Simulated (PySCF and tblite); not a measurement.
The numbers below are computed, except where a source is named.
System: C8H7Cl, numbered as in [Cl:1][C:2]1=[CH:3]/[CH:4]=[CH:5]\[CH:6]=[CH:7]/[CH:8]=[CH:9]\1.

Motion: inversion of the 8-membered ring (2–3–4–5–6–7–8–9). GFN2-xTB gives an electronic barrier of 11.4 kcal/mol.

What does PBE0/pcSseg-1 + D3(BJ), IEF-PCM dichloromethane give on GFN2-xTB geometries?

A barrier of 13.5 kcal/mol, 2.1 above the tight-binding barrier (from unrounded values) and, with GFN2-xTB thermal terms, ΔG‡(298 K) = 14.6 kcal/mol and k = 115 s⁻¹ (1 equivalent path).

Programs: tblite and PySCF.
